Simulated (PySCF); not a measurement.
Match the calculated data to a structure.

All candidates are C5H7F3O2.

| technique | computed result |
| --- | --- |
| 13C NMR | chemical shifts (computed TMS as zero) by class: 178.7 (1 C), 135.9 (1 C), 53.8 (1 C), 34.1 (1 C), 31.3 (1 C) ppm [GIAO PBE0/pcSseg-1] |
| Rotational structure | rotational constants A, B, C: 3.548, 0.528, 0.504 GHz [GFN2-xTB] |
| NMR, other nuclei | isotropic shieldings of nuclei other than C and H, by class: -99 (1 O), 149 (1 O), 257 (3 F) ppm [GIAO PBE0/pcSseg-1] |
| Dipole | 3.00 D [PBE0/pcSseg-1] |
| 1H NMR | chemical shifts (computed TMS as zero) by class: 3.95 (3 H), 2.68 (2 H), 2.36 (2 H) ppm [GIAO PBE0/pcSseg-1] |

Gas-phase values; electronic properties from PySCF, density fitting. Levels stand in brackets. One conformer (not necessarily the lowest) at the GFN2-xTB geometry, without solvent, vibrations or thermal averaging. NMR values are class means; diastereotopic atoms form classes of their own.

Task: Which candidate is it?
A. `FC(F)(F)[C@H]1COCCO1`
B. `CC(=O)COC(F)(F)CF`
C. `COC(=O)CCC(F)(F)F`

Result: C. It is `COC(=O)CCC(F)(F)F`. Numbering: `[CH3:1][O:2][C:3](=[O:4])[CH2:5][CH2:6][C:7]([F:8])([F:9])[F:10]`. Its formula, C5H7F3O2, gives 1 degree of unsaturation: 0 rings and 1 π bond in the structure found. 5 carbons fall into 5 classes; from least to most shielded: ester carbonyl carbon [C3] (178.7 ppm), CF3 carbon [C7] (135.9 ppm), methoxy carbon [C1] (53.8 ppm), chain CH2 carbon [C6] (34.1 ppm), sp3 carbon next to a carbonyl [C5] (31.3 ppm). Hydrogen classes from least to most shielded: 3 H on a methoxy carbon, C1 (3.95 ppm, a mean of values up to 0.7 ppm apart in this geometry), 2 H on an sp3 carbon next to a carbonyl, C5 (2.68 ppm), 2 H on a chain CH2 carbon, C6 (2.36 ppm). The other shieldings belong to: -99 ppm, ester carbonyl oxygen [O4]; 149 ppm, ester single-bonded oxygen [O2]; 257 ppm, fluorine of a CF3 group [F8/F9/F10]. By its constants the optimised geometry is an asymmetric top.

The others, at the same levels:
- `FC(F)(F)[C@H]1COCCO1` fails: its computed 13C shifts are 132.1 (1 C), 78.2 (1 C), 70.7 (1 C), 70.0 (1 C), 69.4 (1 C) ppm, 1H shifts are 4.01 (1 H), 3.96 (1 H), 3.89 (1 H), 3.84 (1 H), 3.83 (1 H), 3.79 (1 H), 3.70 (1 H) ppm and rotational constant A is 2.633 GHz (against 3.548 GHz).
- `CC(=O)COC(F)(F)CF` fails: its computed 13C shifts are 211.6 (1 C), 128.8 (1 C), 86.0 (1 C), 73.8 (1 C), 29.7 (1 C) ppm, 1H shifts are 4.89 (2 H), 4.55 (2 H), 2.46 (3 H) ppm and rotational constant A is 2.566 GHz (against 3.548 GHz).

Each candidate is one conformer, not necessarily the lowest. The conformers computed, where there is a choice (atom-mapped SMILES and torsion angles):
- `[CH3:1][O:2][C:3](=[O:4])[CH2:5][CH2:6][C:7]([F:8])([F:9])[F:10]`: C1–O2–C3–O4 0°, O2–C3–C5–C6 -177°, C3–C5–C6–C7 -178°, C5–C6–C7–F8 58°
- `[CH3:1][C:2](=[O:3])[CH2:4][O:5][C:6]([F:7])([F:8])[CH2:9][F:10]`: C1–C2–C4–O5 16°, C2–C4–O5–C6 94°, C4–O5–C6–F7 -62°, O5–C6–C9–F10 -54°

The conformers of `FC(F)(F)[C@H]1COCCO1` aren't listed.
